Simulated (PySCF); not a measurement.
SMILES c1c[c]([AlH][Cl])ccc1, singlet, PBE0/def2-SVP optimised geometry.

```
14

Al    -2.43    -0.03     0.00
Cl    -3.42    -1.89     0.00
H     -3.31     1.29     0.00
C     -0.49    -0.03     0.00
C      0.26    -1.22     0.00
C      1.65    -1.19     0.00
C      2.33     0.03     0.00
C      1.61     1.22     0.00
C      0.21     1.19     0.00
H     -0.25    -2.18     0.00
H      2.22    -2.13     0.00
H      3.42     0.05     0.00
H      2.14     2.18     0.01
H     -0.33     2.14     0.00
```

Density from PBE0/def2-TZVP in PySCF at that geometry.

Minimum of the electron density along straight lines between bonded atoms, close to the bond critical point (lines longer than 1.1 times the sum of covalent radii, or with two minima, are not listed):

| bond | length / Å | ρ at the minimum / e bohr⁻³ | ∇²ρ there / e bohr⁻⁵ | position (fraction from the first atom) |
|---|---|---|---|---|
| Al1–Cl2 | 2.112 | 0.072 | 0.30 | 0.38 |
| Al1–H3 | 1.581 | 0.084 | 0.20 | 0.50 |
| Al1–C4 | 1.939 | 0.090 | 0.29 | 0.40 |
| C4–C5 | 1.408 | 0.306 | -0.87 | 0.49 |
| C5–C6 | 1.393 | 0.317 | -0.93 | 0.50 |
| C6–C7 | 1.395 | 0.316 | -0.93 | 0.50 |
| C7–C8 | 1.395 | 0.316 | -0.93 | 0.50 |
| C4–C9 | 1.408 | 0.306 | -0.87 | 0.49 |
| C8–C9 | 1.394 | 0.316 | -0.93 | 0.50 |
| C5–H10 | 1.095 | 0.281 | -0.99 | 0.65 |
| C6–H11 | 1.093 | 0.280 | -0.98 | 0.65 |
| C7–H12 | 1.093 | 0.280 | -0.99 | 0.65 |
| C8–H13 | 1.093 | 0.280 | -0.98 | 0.65 |
| C9–H14 | 1.096 | 0.279 | -0.98 | 0.65 |
